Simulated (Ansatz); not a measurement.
Input for Ansatz (a first-principles code): U-CCSD(T)/cc-pVDZ on H (SMILES [H]).

Ansatz 0.2 input:
```yaml
crystal:
  periodic: [false, false, false]
  atoms:
    - {symbol: H, position_ang: [0.00000000, 0.00000000, 0.00000000]}
basis:
  gaussian:
    orbitals: cc-pVDZ
magnetization: {spin_polarized: true, initial_magnetization: 1}
correlation: {method: ccsd_t, electrons: outside_noble_gas}
scf: {omitted_lower_state_checks: [cluster_reference]}
```

What total energy does the run end on?

-0.4993 hartree (reference determinant -0.4993, T1 diagnostic 0.000).
